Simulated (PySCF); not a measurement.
Te(H)(iPr) (C₃H₈Te), SMILES CC(C)[TeH]. Geometry: B3LYP-D3(BJ)/def2-SVP. The def2 effective core potentials stand for the cores of Te; spin–orbit coupling is left out.

Calculation: B3LYP-D3(BJ)/def2-SVP (PySCF 2.14.0).

Harmonic wavenumbers (cm⁻¹): 131, 228, 245, 253, 278, 391, 493, 636, 894, 932, 965, 1017, 1135, 1166, 1213, 1343, 1393, 1403, 1459, 1459, 1472, 1478, 2097, 3010, 3018, 3083, 3091, 3098, 3116, 3126. Rotational constants (GHz): 7.657, 2.093, 1.742; symmetry number 1.

Task: Work out the zero-point energy and the ideal-gas rigid-rotor harmonic-oscillator thermochemistry at 298.15 K and 1 atm.

Result: ZPE = ½ Σ hcν = ½ × 43621 cm⁻¹ = 260.91 kJ/mol. H − E(el) = 280.26 kJ/mol. Entropy in J/(mol K): translation 172.92, rotation 112.32, vibration 52.88, total 338.12. G − E(el) = 179.45 kJ/mol. Cp = 99.29 J/(mol K). Modes under 150 cm⁻¹ make the vibrational entropy uncertain.
